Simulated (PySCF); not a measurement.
An excited-state job on `[C@@H]1([C@@H](CCPC1)F)C`.

Method: TDDFT wB97X-D/def2-SVPD, vertical, gas phase, core orbitals frozen in the response (PySCF 2.14.0, density-fitted response routines). Geometry: PBE0-D3(BJ)/def2-SVP. The input is one job of a driver script: a line of settings, then coordinates in Å.

Command:
```bash
OMP_NUM_THREADS=1 python probes_run.py task.json out
```

Input:
```
{"job": {"kind": "uv", "xc": "wB97X-D", "basis": "def2-SVPD", "ip": true, "dynamic": true}, "charge": 0, "multiplicity": 1}
C     -2.124880    -0.617723    -0.277510
C     -0.723922    -0.240281     0.187618
C     -0.505326     1.271791     0.117140
P      1.153062     1.911880     0.661405
C      2.216079     0.677826    -0.238100
C      1.757827    -0.769167    -0.129168
C      0.336640    -0.986585    -0.612124
F      0.070727    -2.342913    -0.549541
H     -2.282206    -1.702614    -0.209314
H     -2.284717    -0.316978    -1.326250
H     -2.889477    -0.116838     0.335429
H     -0.605548    -0.557324     1.240381
H     -0.655319     1.627704    -0.918397
H     -1.269744     1.789298     0.719491
H      1.173210     1.244415     1.929298
H      3.247003     0.791209     0.133173
H      2.241294     1.001176    -1.293727
H      1.820188    -1.109567     0.918472
H      2.417320    -1.429589    -0.716670
H      0.255846    -0.688779    -1.676708
```

Output:
```
coarse grid: 16672 points
cycle   1  E = -676.4894950239  dE =  1.014e+00  |g| = 4.902e-01  |ddm| = 6.606e+00
cycle   2  E = -676.4990816440  dE = -9.587e-03  |g| = 5.193e-01  |ddm| = 1.300e+00
cycle   3  E = -676.5410073713  dE = -4.193e-02  |g| = 5.224e-02  |ddm| = 5.285e-01
cycle   4  E = -676.5415382298  dE = -5.309e-04  |g| = 2.239e-02  |ddm| = 1.180e-01
cycle   5  E = -676.5416633478  dE = -1.251e-04  |g| = 4.995e-03  |ddm| = 5.394e-02
cycle   6  E = -676.5416711741  dE = -7.826e-06  |g| = 1.226e-03  |ddm| = 1.467e-02
final grid: 155248 points
cycle   7  E = -676.6327594147  dE = -1.659e-04  |g| = 6.780e-03  |ddm| = 2.193e-01
cycle   8  E = -676.6327612007  dE = -1.786e-06  |g| = 7.377e-03  |ddm| = 3.015e-02
cycle   9  E = -676.6327697211  dE = -8.520e-06  |g| = 5.795e-04  |ddm| = 7.428e-03
cycle  10  E = -676.6327698340  dE = -1.129e-07  |g| = 3.180e-04  |ddm| = 3.409e-03
cycle  11  E = -676.6327698601  dE = -2.610e-08  |g| = 4.298e-05  |ddm| = 8.271e-04
cycle  12  E = -676.6327698610  dE = -9.425e-10  |g| = 1.934e-05  |ddm| = 2.751e-04
converged SCF energy = -676.6327698610

Static polarisability (au): isotropic 94.976, principal 82.330 97.078 105.519

Singlet excitations
state   eV       nm        f      main configurations
  1   6.6679    185.9   0.06214   H->L 0.42, H->L+1 0.41, H->L+4 0.09
  2   6.6908    185.3   0.05995   H->L 0.37, H->L+1 0.34, H->L+2 0.13
  3   7.5126    165.0   0.14112   H->L+5 0.73, H->L+6 0.09
  4   7.5681    163.8   0.01201   H->L+2 0.71, H->L+3 0.10, H->L 0.08
  5   8.2042    151.1   0.01768   H->L+4 0.28, H->L+3 0.19, H-1->L 0.16
  6   8.2519    150.2   0.02589   H->L+3 0.26, H->L+4 0.14, H->L+7 0.12
  7   8.4596    146.6   0.05105   H-1->L 0.53, H->L+4 0.19
  8   8.6576    143.2   0.01953   H-1->L+1 0.72
  9   8.7430    141.8   0.04731   H->L+6 0.44, H->L+3 0.17, H->L+5 0.11
 10   8.8447    140.2   0.01644   H->L+8 0.38, H->L+7 0.19, H->L+9 0.09

Triplet excitations (Tamm-Dancoff, eV): 5.6862 5.7119 7.1359 7.4871
Vertical ionisation energy (delta-SCF) = 8.9829 eV
```

The SCF starts on a coarse grid where the log names one; the energy can jump when the final grid takes over, and dE then counts from the start density on the new grid. H and L stand for HOMO and LUMO; the number after each pair is its weight.

Question: Give the mean polarisability as a volume in Å³, and the ratio of the largest to the smallest principal value.

Answer: 94.976 au × 0.148185 = 14.07 Å³; 105.519/82.330 = 1.28.

Question: How does the lowest singlet excitation compare with the HOMO–LUMO gap?

Answer: HOMO -8.75 eV and LUMO 2.27 eV give a gap of 11.02 eV; S1 at 6.67 eV lies 4.35 eV below it.

Main results: HOMO -8.75 eV, LUMO 2.27 eV; lowest singlet 6.67 eV; lowest triplet 5.69 eV (Tamm–Dancoff); mean polarisability 95.0 au.

Question: Estimate the wall time. Hardware: an Arm Neoverse V2 with one thread (shared host). And the peak memory of the process?

Answer: About 2.4 min, with 1.2 GiB resident at the peak, the Python interpreter and its libraries included.

One conformer stands for the species.
Labels such as C1 count atoms from 1, the log's own numbers from 0.

The pairwise dispersion term of wB97X-D wasn't added to the energies; at a given geometry it leaves orbitals and properties as they are.
